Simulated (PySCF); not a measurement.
NMR data simulated for an unnamed compound:

$^{1}$H NMR (600 MHz, computed): δ 5.35 (m, 1H), 5.21 (br s, 1H), 5.00 (br s, 1H), 2.40 (m, 1H), 2.02 (m, 2H), 1.98 (s, 3H), 1.63 (m, 2H), 0.69 (br s, 2H).

$^{13}$C{$^{1}$H} NMR (computed): δ 173.0 (C), 114.4 (CH2), 35.2 (CH2), 34.8 (CH), 29.3 (CH3).

- shieldings: GIAO PBE0/pcSseg-1
- geometry: GFN2-xTB
- program: PySCF 2.14
- no solvent model, single conformer, averaged over atoms made equivalent by symmetry, fast rotation or ring inversion, no relativistic terms

References, each an isolated molecule treated in the same way: TMS for $^{1}$H (σ = 31.72 ppm) and $^{13}$C (σ = 186.93 ppm).

Which of these does the molecule contain: a three-membered ring, a Si–H bond, an NH or NH2 group, a non-aromatic C=C double bond, a benzene ring, an ester?

Answers


- A three-membered ring: no.
- A Si–H bond: yes (δH 5.35 (m)).
- An NH or NH2 group: yes (δH 0.69 (br s)).
- A non-aromatic C=C double bond: yes.
- A benzene ring: no.
- An ester: no.

The data belong to `C(=C)(C)[C@H]1C[Si@H](N)C1`, C₆H₁₃NSi; they needn't prove each group on their own.

Carbon signals by region: 1 in the far downfield region (above 160 ppm), 1 in the sp2 and nitrile region (100–160 ppm), 3 below 50 ppm. Above 160 ppm: 173.0, fully substituted alkene carbon.

Exchangeable OH/NH protons stand at their gas-phase positions; hydrogen bonding in a real sample shifts them, mostly to higher δ. Shifts are as computed. Against solution values, carbons near 30 ppm lie about +3 ppm off and those near 130 ppm about +5 ppm. Of 1211 compounds with measured shifts, 218 miss one by over three times the rms of a fit or turn the order of signals round; such compounds aren't used in these exercises. Multiplicities follow the n + 1 count of equivalent neighbours, as no J values were calculated; m marks all less simple cases, F and P coupling included.
